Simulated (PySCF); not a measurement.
## Working out the ionisation energy of Ar⁺

Ar⁺ [Ne] 3s2 3p5 (2P) → Ar²⁺ [Ne] 3s2 3p4 (3P). Calculation: PySCF 2.14, in x2c-TZVPPall (5s5p3d1f, 42 functions); scalar relativity by spin-free X2C-1e. Frozen: 1s2. Energies in hartree (1 hartree = 27.21139 eV):

| part | Ar⁺ (lower) | Ar²⁺ (upper) |
| --- | --- | --- |
| UHF | -528.079083 | -527.110109 |
| CCSD correlation | -0.355283 | -0.320330 |
| (T) | -0.006603 | -0.005351 |

Task: What does Hartree-Fock give?

Result: (-527.110109) − (-528.079083) = 0.968974 hartree = 26.367 eV.

Task: What do CCSD and CCSD(T) give?

Result: The CCSD correlation energies differ by 0.034953 hartree = 0.951 eV and the triples by 0.001252 hartree = 0.034 eV, so CCSD gives 27.318 eV and CCSD(T) 27.352 eV.

A first-order spin-orbit estimate adds -0.007 eV to CCSD(T) (valence and next inner shell), giving 27.345 eV against 27.630 eV (measured; NIST Atomic Spectra Database, ionization energies).

What remains against the reference includes basis incompleteness, the frozen core and higher excitations.
